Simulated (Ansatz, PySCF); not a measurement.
Process, species as SMILES: Nc1ccsc1 + 8 [H][H] (H2) → 4 C (CH4) + N (NH3) + S (H2S)
Structures are relaxed separately at B3LYP-D3(BJ)/def2-TZVP in Ansatz (a first-principles code), one conformer each, not searched for the lowest. Unstable Hartree-Fock reference: Nc1ccsc1.

Property: energy of full hydrogenation (enthalpy at 298 K, with B3LYP-D3(BJ) rigid-rotor harmonic-oscillator terms from PySCF), in eV. Cores are frozen in the correlated levels unless marked. Spin-orbit coupling is left out. No relativistic terms. Basis-set limits of correlation are two-point, X^-3; Hartree-Fock from the larger set.

CCSD(T)/CBS(cc-pV(T+d)Z,cc-pV(Q+d)Z) (Ansatz) gives -5.19 eV.

Q: Another calculation gave -4.79 eV. Which level was it?
A. r2SCAN/def2-TZVPD (Ansatz)
B. CAM-B3LYP/def2-TZVPD (Ansatz)
C. revPBE/def2-TZVPD (Ansatz)
D. r2SCANh/def2-TZVPD (Ansatz)

A: C, revPBE/def2-TZVPD (Ansatz). The others give -5.19 (r2SCANh), -5.64 (CAM-B3LYP), -5.02 (r2SCAN) eV.
